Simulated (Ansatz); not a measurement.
Single points on Ag₂S.

```yaml
crystal:
  periodic: [false, false, false]
  atoms:
    - {symbol: Ag, position_ang: [0.978903, -1.265147, 0.067336]}
    - {symbol: Ag, position_ang: [-1.338023, 0.410431, -0.777555]}
    - {symbol: S, position_ang: [0.359120, 0.854706, 0.710219]}
basis:
  gaussian: {orbitals: def2-TZVP, initial_orbitals: start.molden}
hamiltonian: {xc: pbe0, dispersion: d4}
output: {orbitals: {seedname: orbitals}}
```

The file start.molden holds the orbitals of an earlier run on this structure, at another level or in another basis.

```sh
$ ansatz run in.yaml --threads 4 --pin off --events-out ev --progress --plain --max-ram 3916MiB
```

Shortened log:

```
Functional definition: PBE0
1043 factors; their error is unknown
mean field evaluation 1: about -18832.0552 eV, gradient 9.1e0 eV
mean field evaluation 2: about -18832.2017 eV, gradient 2.8e-1 eV
mean field evaluation 4: about -18832.2777 eV, gradient 9.1e-2 eV
mean field evaluation 8: about -18815.7924 eV, gradient 8.7e1 eV
mean field evaluation 16: about -18832.2778 eV, gradient 3.2e-2 eV
mean field -18832.27775447 eV, -692.0734425006 hartree, gradient 2.3e-5 eV, S^2 0.000000; 1 other end points of the search recorded, 0 dependent functions left out
reference -18832.27778722 eV, -692.0734437042 hartree; 27, 27 occupied and 90, 90 virtual orbitals, 1043 factors
Total energy: -18832.38057856 eV, -692.0772212160 hartree
```

It took 1.3 s on 4 threads of Arm Neoverse V2 on a shared host.

First input, but with `gaussian: {orbitals: def2-SVP, initial_orbitals: start.molden}`, `hamiltonian: {xc: pbe, dispersion: d4}`, `scf: {omitted_lower_state_checks: [starts]}` (abridged; 0.55 s):

```
Functional definition: PBE
mean field -18826.80686890 eV, -691.8723911642 hartree, gradient 9.2e-6 eV, S^2 0.000000
Total energy: -18826.92907112 eV, -691.8768820126 hartree
Checks for a lower state left out: starts
```

As the first input, with `hamiltonian: {xc: {name: revPBE}, dispersion: d4}`, `scf: {omitted_lower_state_checks: [starts]}` (abridged; 0.75 s):

```
Functional definition: revPBE
mean field -18837.70988406 eV, -692.2730695807 hartree, gradient 2.0e-5 eV, S^2 0.000000
Total energy: -18837.97449034 eV, -692.2827936823 hartree
Checks for a lower state left out: starts
```

First input, but with `correlation: {method: mp2}`, `scf: {omitted_lower_state_checks: [starts]}` and without the key `hamiltonian` (abridged; 0.65 s):

```
Functional definition: HF
mean field -18770.41780612 eV, -689.8001313287 hartree, gradient 3.6e-6 eV, S^2 0.000000
5 core orbitals not correlated: weight in the atoms' cores, before any rotation towards them, 1.000 or more for the frozen orbitals, at most 0.000 for the correlated occupied ones
second order -31.14204274 eV of doubles, -0.00000000 eV of singles
Total energy: -18801.55984886 eV, -690.9445802905 hartree
Checks for a lower state left out: starts
```

As the first input, with `hamiltonian: {xc: r2scan, dispersion: d4}`, `scf: {omitted_lower_state_checks: [starts]}` (abridged; 2 s):

```
Functional definition: r2SCAN
mean field -18838.39514470 eV, -692.2982524450 hartree, gradient 8.9e-6 eV, S^2 0.000000
Total energy: -18838.41708603 eV, -692.2990587738 hartree
Checks for a lower state left out: starts
```

First input, but with `gaussian: {orbitals: STO-3G}`, `hamiltonian: {xc: hf}`, `scf: {omitted_lower_state_checks: [starts]}` (abridged; 0.45 s):

```
Functional definition: HF
mean field -290788.65757149 eV, -10686.2860621210 hartree, gradient 5.6e-5 eV, S^2 0.000000
Total energy: -290788.65757149 eV, -10686.2860621210 hartree
Checks for a lower state left out: starts
```

As the first input, with `hamiltonian: {xc: {text: "exchange = 0.95*pbe_x + 0.05*exact_x\ncorrelation = pbe_c"}}`, `scf: {omitted_lower_state_checks: [starts]}` (abridged; 0.9 s):

```
Functional definition: unnamed
mean field -18832.54047940 eV, -692.0830974637 hartree, gradient 9.7e-6 eV, S^2 0.000000
Total energy: -18832.54052003 eV, -692.0830989567 hartree
Checks for a lower state left out: starts
```

Geometry: PBE-D4/def2-TZVP.

In the def2 sets Ag takes a core potential, while STO-3G treats all electrons; there is no spin–orbit coupling. Correlated methods freeze 5 core orbitals; core or outer-core shells of Ag are correlated, in sets that lack core-valence functions. At MP2/def2-TZVP the test of the restricted singlet for broken spin symmetry was undecided. The structure comes from a short search, and lower isomers may exist.
